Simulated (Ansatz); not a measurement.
Zn₈H₂₂S₈, relaxed as a singlet with RKS PBE-D4/def2-SVP in Ansatz, starting from the GFN1-xTB geometry. Force threshold 0.03 eV/Å.

Single mean-field runs in def2-SVP are fitted with def2-universal-jkfit. In the singlet geometry the species has come apart into loosely held pieces. In the singlet, H34 and H37 lie 0.77 Å apart (atoms count from 1), so H2 has formed as a molecule.

Start:

Cartesian coordinates in Å:
```
Zn -3.338 -3.612 -1.218
S -3.852 -1.795 0.872
S -1.009 -2.249 -1.130
Zn -1.050 0.057 -1.958
Zn -2.159 -0.033 2.243
S -1.429 1.218 0.278
S 1.288 0.706 -2.276
Zn 1.740 2.924 -3.754
Zn 0.128 2.910 1.102
S 0.686 4.049 -1.397
Zn 0.184 -3.152 0.712
S -0.257 -1.434 2.368
S 2.585 -1.988 0.045
Zn 3.095 0.597 -0.739
Zn 1.773 -0.003 3.540
S 2.003 1.478 1.238
H -4.156 -2.963 -2.361
H -3.079 -4.870 -0.338
H -4.969 -1.148 0.623
H -4.389 -2.522 1.826
H -0.376 -2.841 -2.128
H -2.081 0.444 -3.025
H -3.075 0.514 3.346
H -2.497 1.950 0.023
H 1.668 -0.212 -3.147
H 0.520 3.049 -4.697
H 3.236 3.260 -3.490
H -0.265 4.133 1.941
H -0.323 4.835 -1.701
H 1.489 5.050 -1.114
H 0.515 -4.608 1.064
H -0.569 -2.172 3.417
H 3.603 -2.816 -0.048
H 2.831 -1.692 1.306
H 4.607 0.662 -0.981
H 1.033 0.951 4.518
H 2.971 -1.000 3.365
H 2.919 2.323 1.673
```

```csv
step,energy (eV),largest force component (eV/Å),SCF passes
1,-474224.1693,1.748,17
2,-474224.7968,0.934,18
3,-474224.9893,0.628,19
4,-474225.0795,0.666,18
5,-474225.1607,0.663,19
6,-474225.2796,0.864,19
7,-474225.4344,1.096,18
8,-474225.6506,0.819,18
9,-474225.7548,0.292,19
10,-474225.8399,0.194,18
11,-474225.8719,0.410,18
13,-474225.9219,0.084,18
15,-474225.9537,0.142,18
17,-474225.9929,0.276,18
19,-474226.0517,0.271,18
21,-474226.1236,0.220,18
23,-474226.1826,0.184,18
25,-474226.2492,0.124,18
27,-474226.3506,0.098,18
29,-474226.5199,0.168,19
31,-474226.6276,0.182,19
33,-474226.6686,0.110,19
35,-474226.6815,0.039,18
36,-474226.6834,0.028,19
```

Force components are those of the run's own axes.

End:

```xyz
38

Zn   -1.9935   -4.2810    0.3323
S    -3.9898   -1.5322    0.7222
S    -1.4991   -2.0281   -1.4675
Zn   -1.4763    0.2301   -2.3512
Zn   -2.3865    0.0444    1.9055
S    -1.7172    1.3071   -0.0672
S     0.8207    0.9602   -2.6301
Zn    3.2937    2.5194   -2.3017
Zn   -0.1269    2.9497    0.7758
S     0.3611    4.0654   -1.4534
Zn    0.2459   -2.7560   -0.0328
S    -0.2930   -1.2341    1.8860
S     2.2591   -2.1736   -1.0883
Zn    2.5073    0.1589   -1.1635
Zn    1.3889    0.0703    2.9510
S     1.6535    1.2691    0.9127
H    -2.2587   -5.4174   -0.7102
H    -2.4575   -3.3724    1.5700
H    -4.9093   -0.5138    0.5649
H    -4.5834   -1.9274    1.8837
H    -1.1321   -2.7184   -2.5820
H    -2.5787    0.6881   -3.3688
H    -2.9599    0.6419    3.2290
H    -2.8120    2.1031   -0.2137
H     1.1611    0.2333   -3.7299
H     3.8587    2.4648   -3.7598
H     2.7584    3.3412   -1.0318
H    -0.3899    3.9585    1.9381
H    -0.8839    4.6633   -1.4505
H     0.9219    5.1618   -0.8685
H    -0.0492   -4.2200    0.5756
H    -0.6479   -2.2068    2.7705
H     3.2007   -2.5488   -0.1765
H     2.9217   -1.5960    1.8297
H     3.9221    0.8911   -1.4166
H     1.9363    0.2053    4.3894
H     3.2290   -1.5177    2.5358
H     2.7046    2.1167    1.0921
```

Bonds lost: S13–H34, Zn15–H37 (atoms count from 1). Metal–metal contacts that move far: Zn1–Zn11 4.04 to 2.73 Å, Zn8–Zn14 4.04 to 2.74 Å. The end holds 2 separate pieces.

No frequencies were taken in this run, so the end may be a saddle point.

Run time 5 min (2 threads of AMD EPYC 7R13 on a shared host and a share (18 GiB) of an NVIDIA H100 80GB HBM3), peak host memory 1.1 GiB.
